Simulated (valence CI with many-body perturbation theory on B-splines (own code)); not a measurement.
**Pt38+: fill in the table**

Computed by configuration interaction combined with many-body perturbation theory (CI+MBPT): four valence electrons over a frozen Dirac-Fock core [Kr], radial functions for each j: 7 s, 7 p, 8 d, 6 f, 4 g, 1 h, with the one-electron correlation potential Σ1, the two-electron term Σ2, the three-electron term Σ3, Breit, model QED; selected CI, second order for the rest, scaled by the run's own slope (own B-spline code, finite nucleus).

No measured spectrum was set against this ion. As an estimate, large intervals hold to a few tenths of a per cent, small ones and those within an open d or f shell to about a per cent. The list stops below the first excitations out of the core.

| Level | E (eV) |
| --- | --- |
| (4d3/2^4) J=0 | 0.000 |
| (4d3/2^3 4d5/2) J=1 | 20.213 |
| (4d3/2^3 4d5/2) J=4 | 25.570 |
| (4d3/2^3 4d5/2) J=2 | ? |
| (4d3/2^3 4d5/2) J=3 | 27.606 |
| (4d3/2^2 4d5/2^2) J=0 [a] | 44.217 |
| (4d3/2^2 4d5/2^2) J=2 [a] | 44.651 |
| (4d3/2^2 4d5/2^2) J=4 [a] | 45.632 |
| (4d3/2^2 4d5/2^2) J=3 [a] | ? |
| (4d3/2^2 4d5/2^2) J=5 | 48.178 |
| (4d3/2^2 4d5/2^2) J=1 | ? |
| (4d3/2^2 4d5/2^2) J=6 | 49.697 |
| (4d3/2^2 4d5/2^2) J=3 [b] | 51.297 |
| (4d3/2^2 4d5/2^2) J=4 [b] | 51.612 |
| (4d3/2^2 4d5/2^2) J=2 [b] | 52.107 |
| (4d3/2^2 4d5/2^2) J=2 [c] | ? |
| (4d3/2^2 4d5/2^2) J=4 [c] | 59.092 |
| (4d3/2^2 4d5/2^2) J=2 [d] | ? |
| (4d3/2^2 4d5/2^2) J=0 [b] | ? |
| (4d3/2 4d5/2^3) J=4 [a] | 69.941 |

Levels are named by their leading jj configuration (3d3/2^4 stands for four electrons in 3d with j = 3/2), which in mixed levels can hold well under half, so a name can repeat and another be missing. Letters in brackets count levels of one name in rising energy.

(1) The levels stand in rising order. What does the calculation give for the missing energies?

## Answers

(1) (4d3/2^3 4d5/2) J=2 26.154; (4d3/2^2 4d5/2^2) J=3 [a] 46.150; (4d3/2^2 4d5/2^2) J=1 49.664; (4d3/2^2 4d5/2^2) J=2 [c] 57.268; (4d3/2^2 4d5/2^2) J=2 [d] 63.902; (4d3/2^2 4d5/2^2) J=0 [b] 69.777.
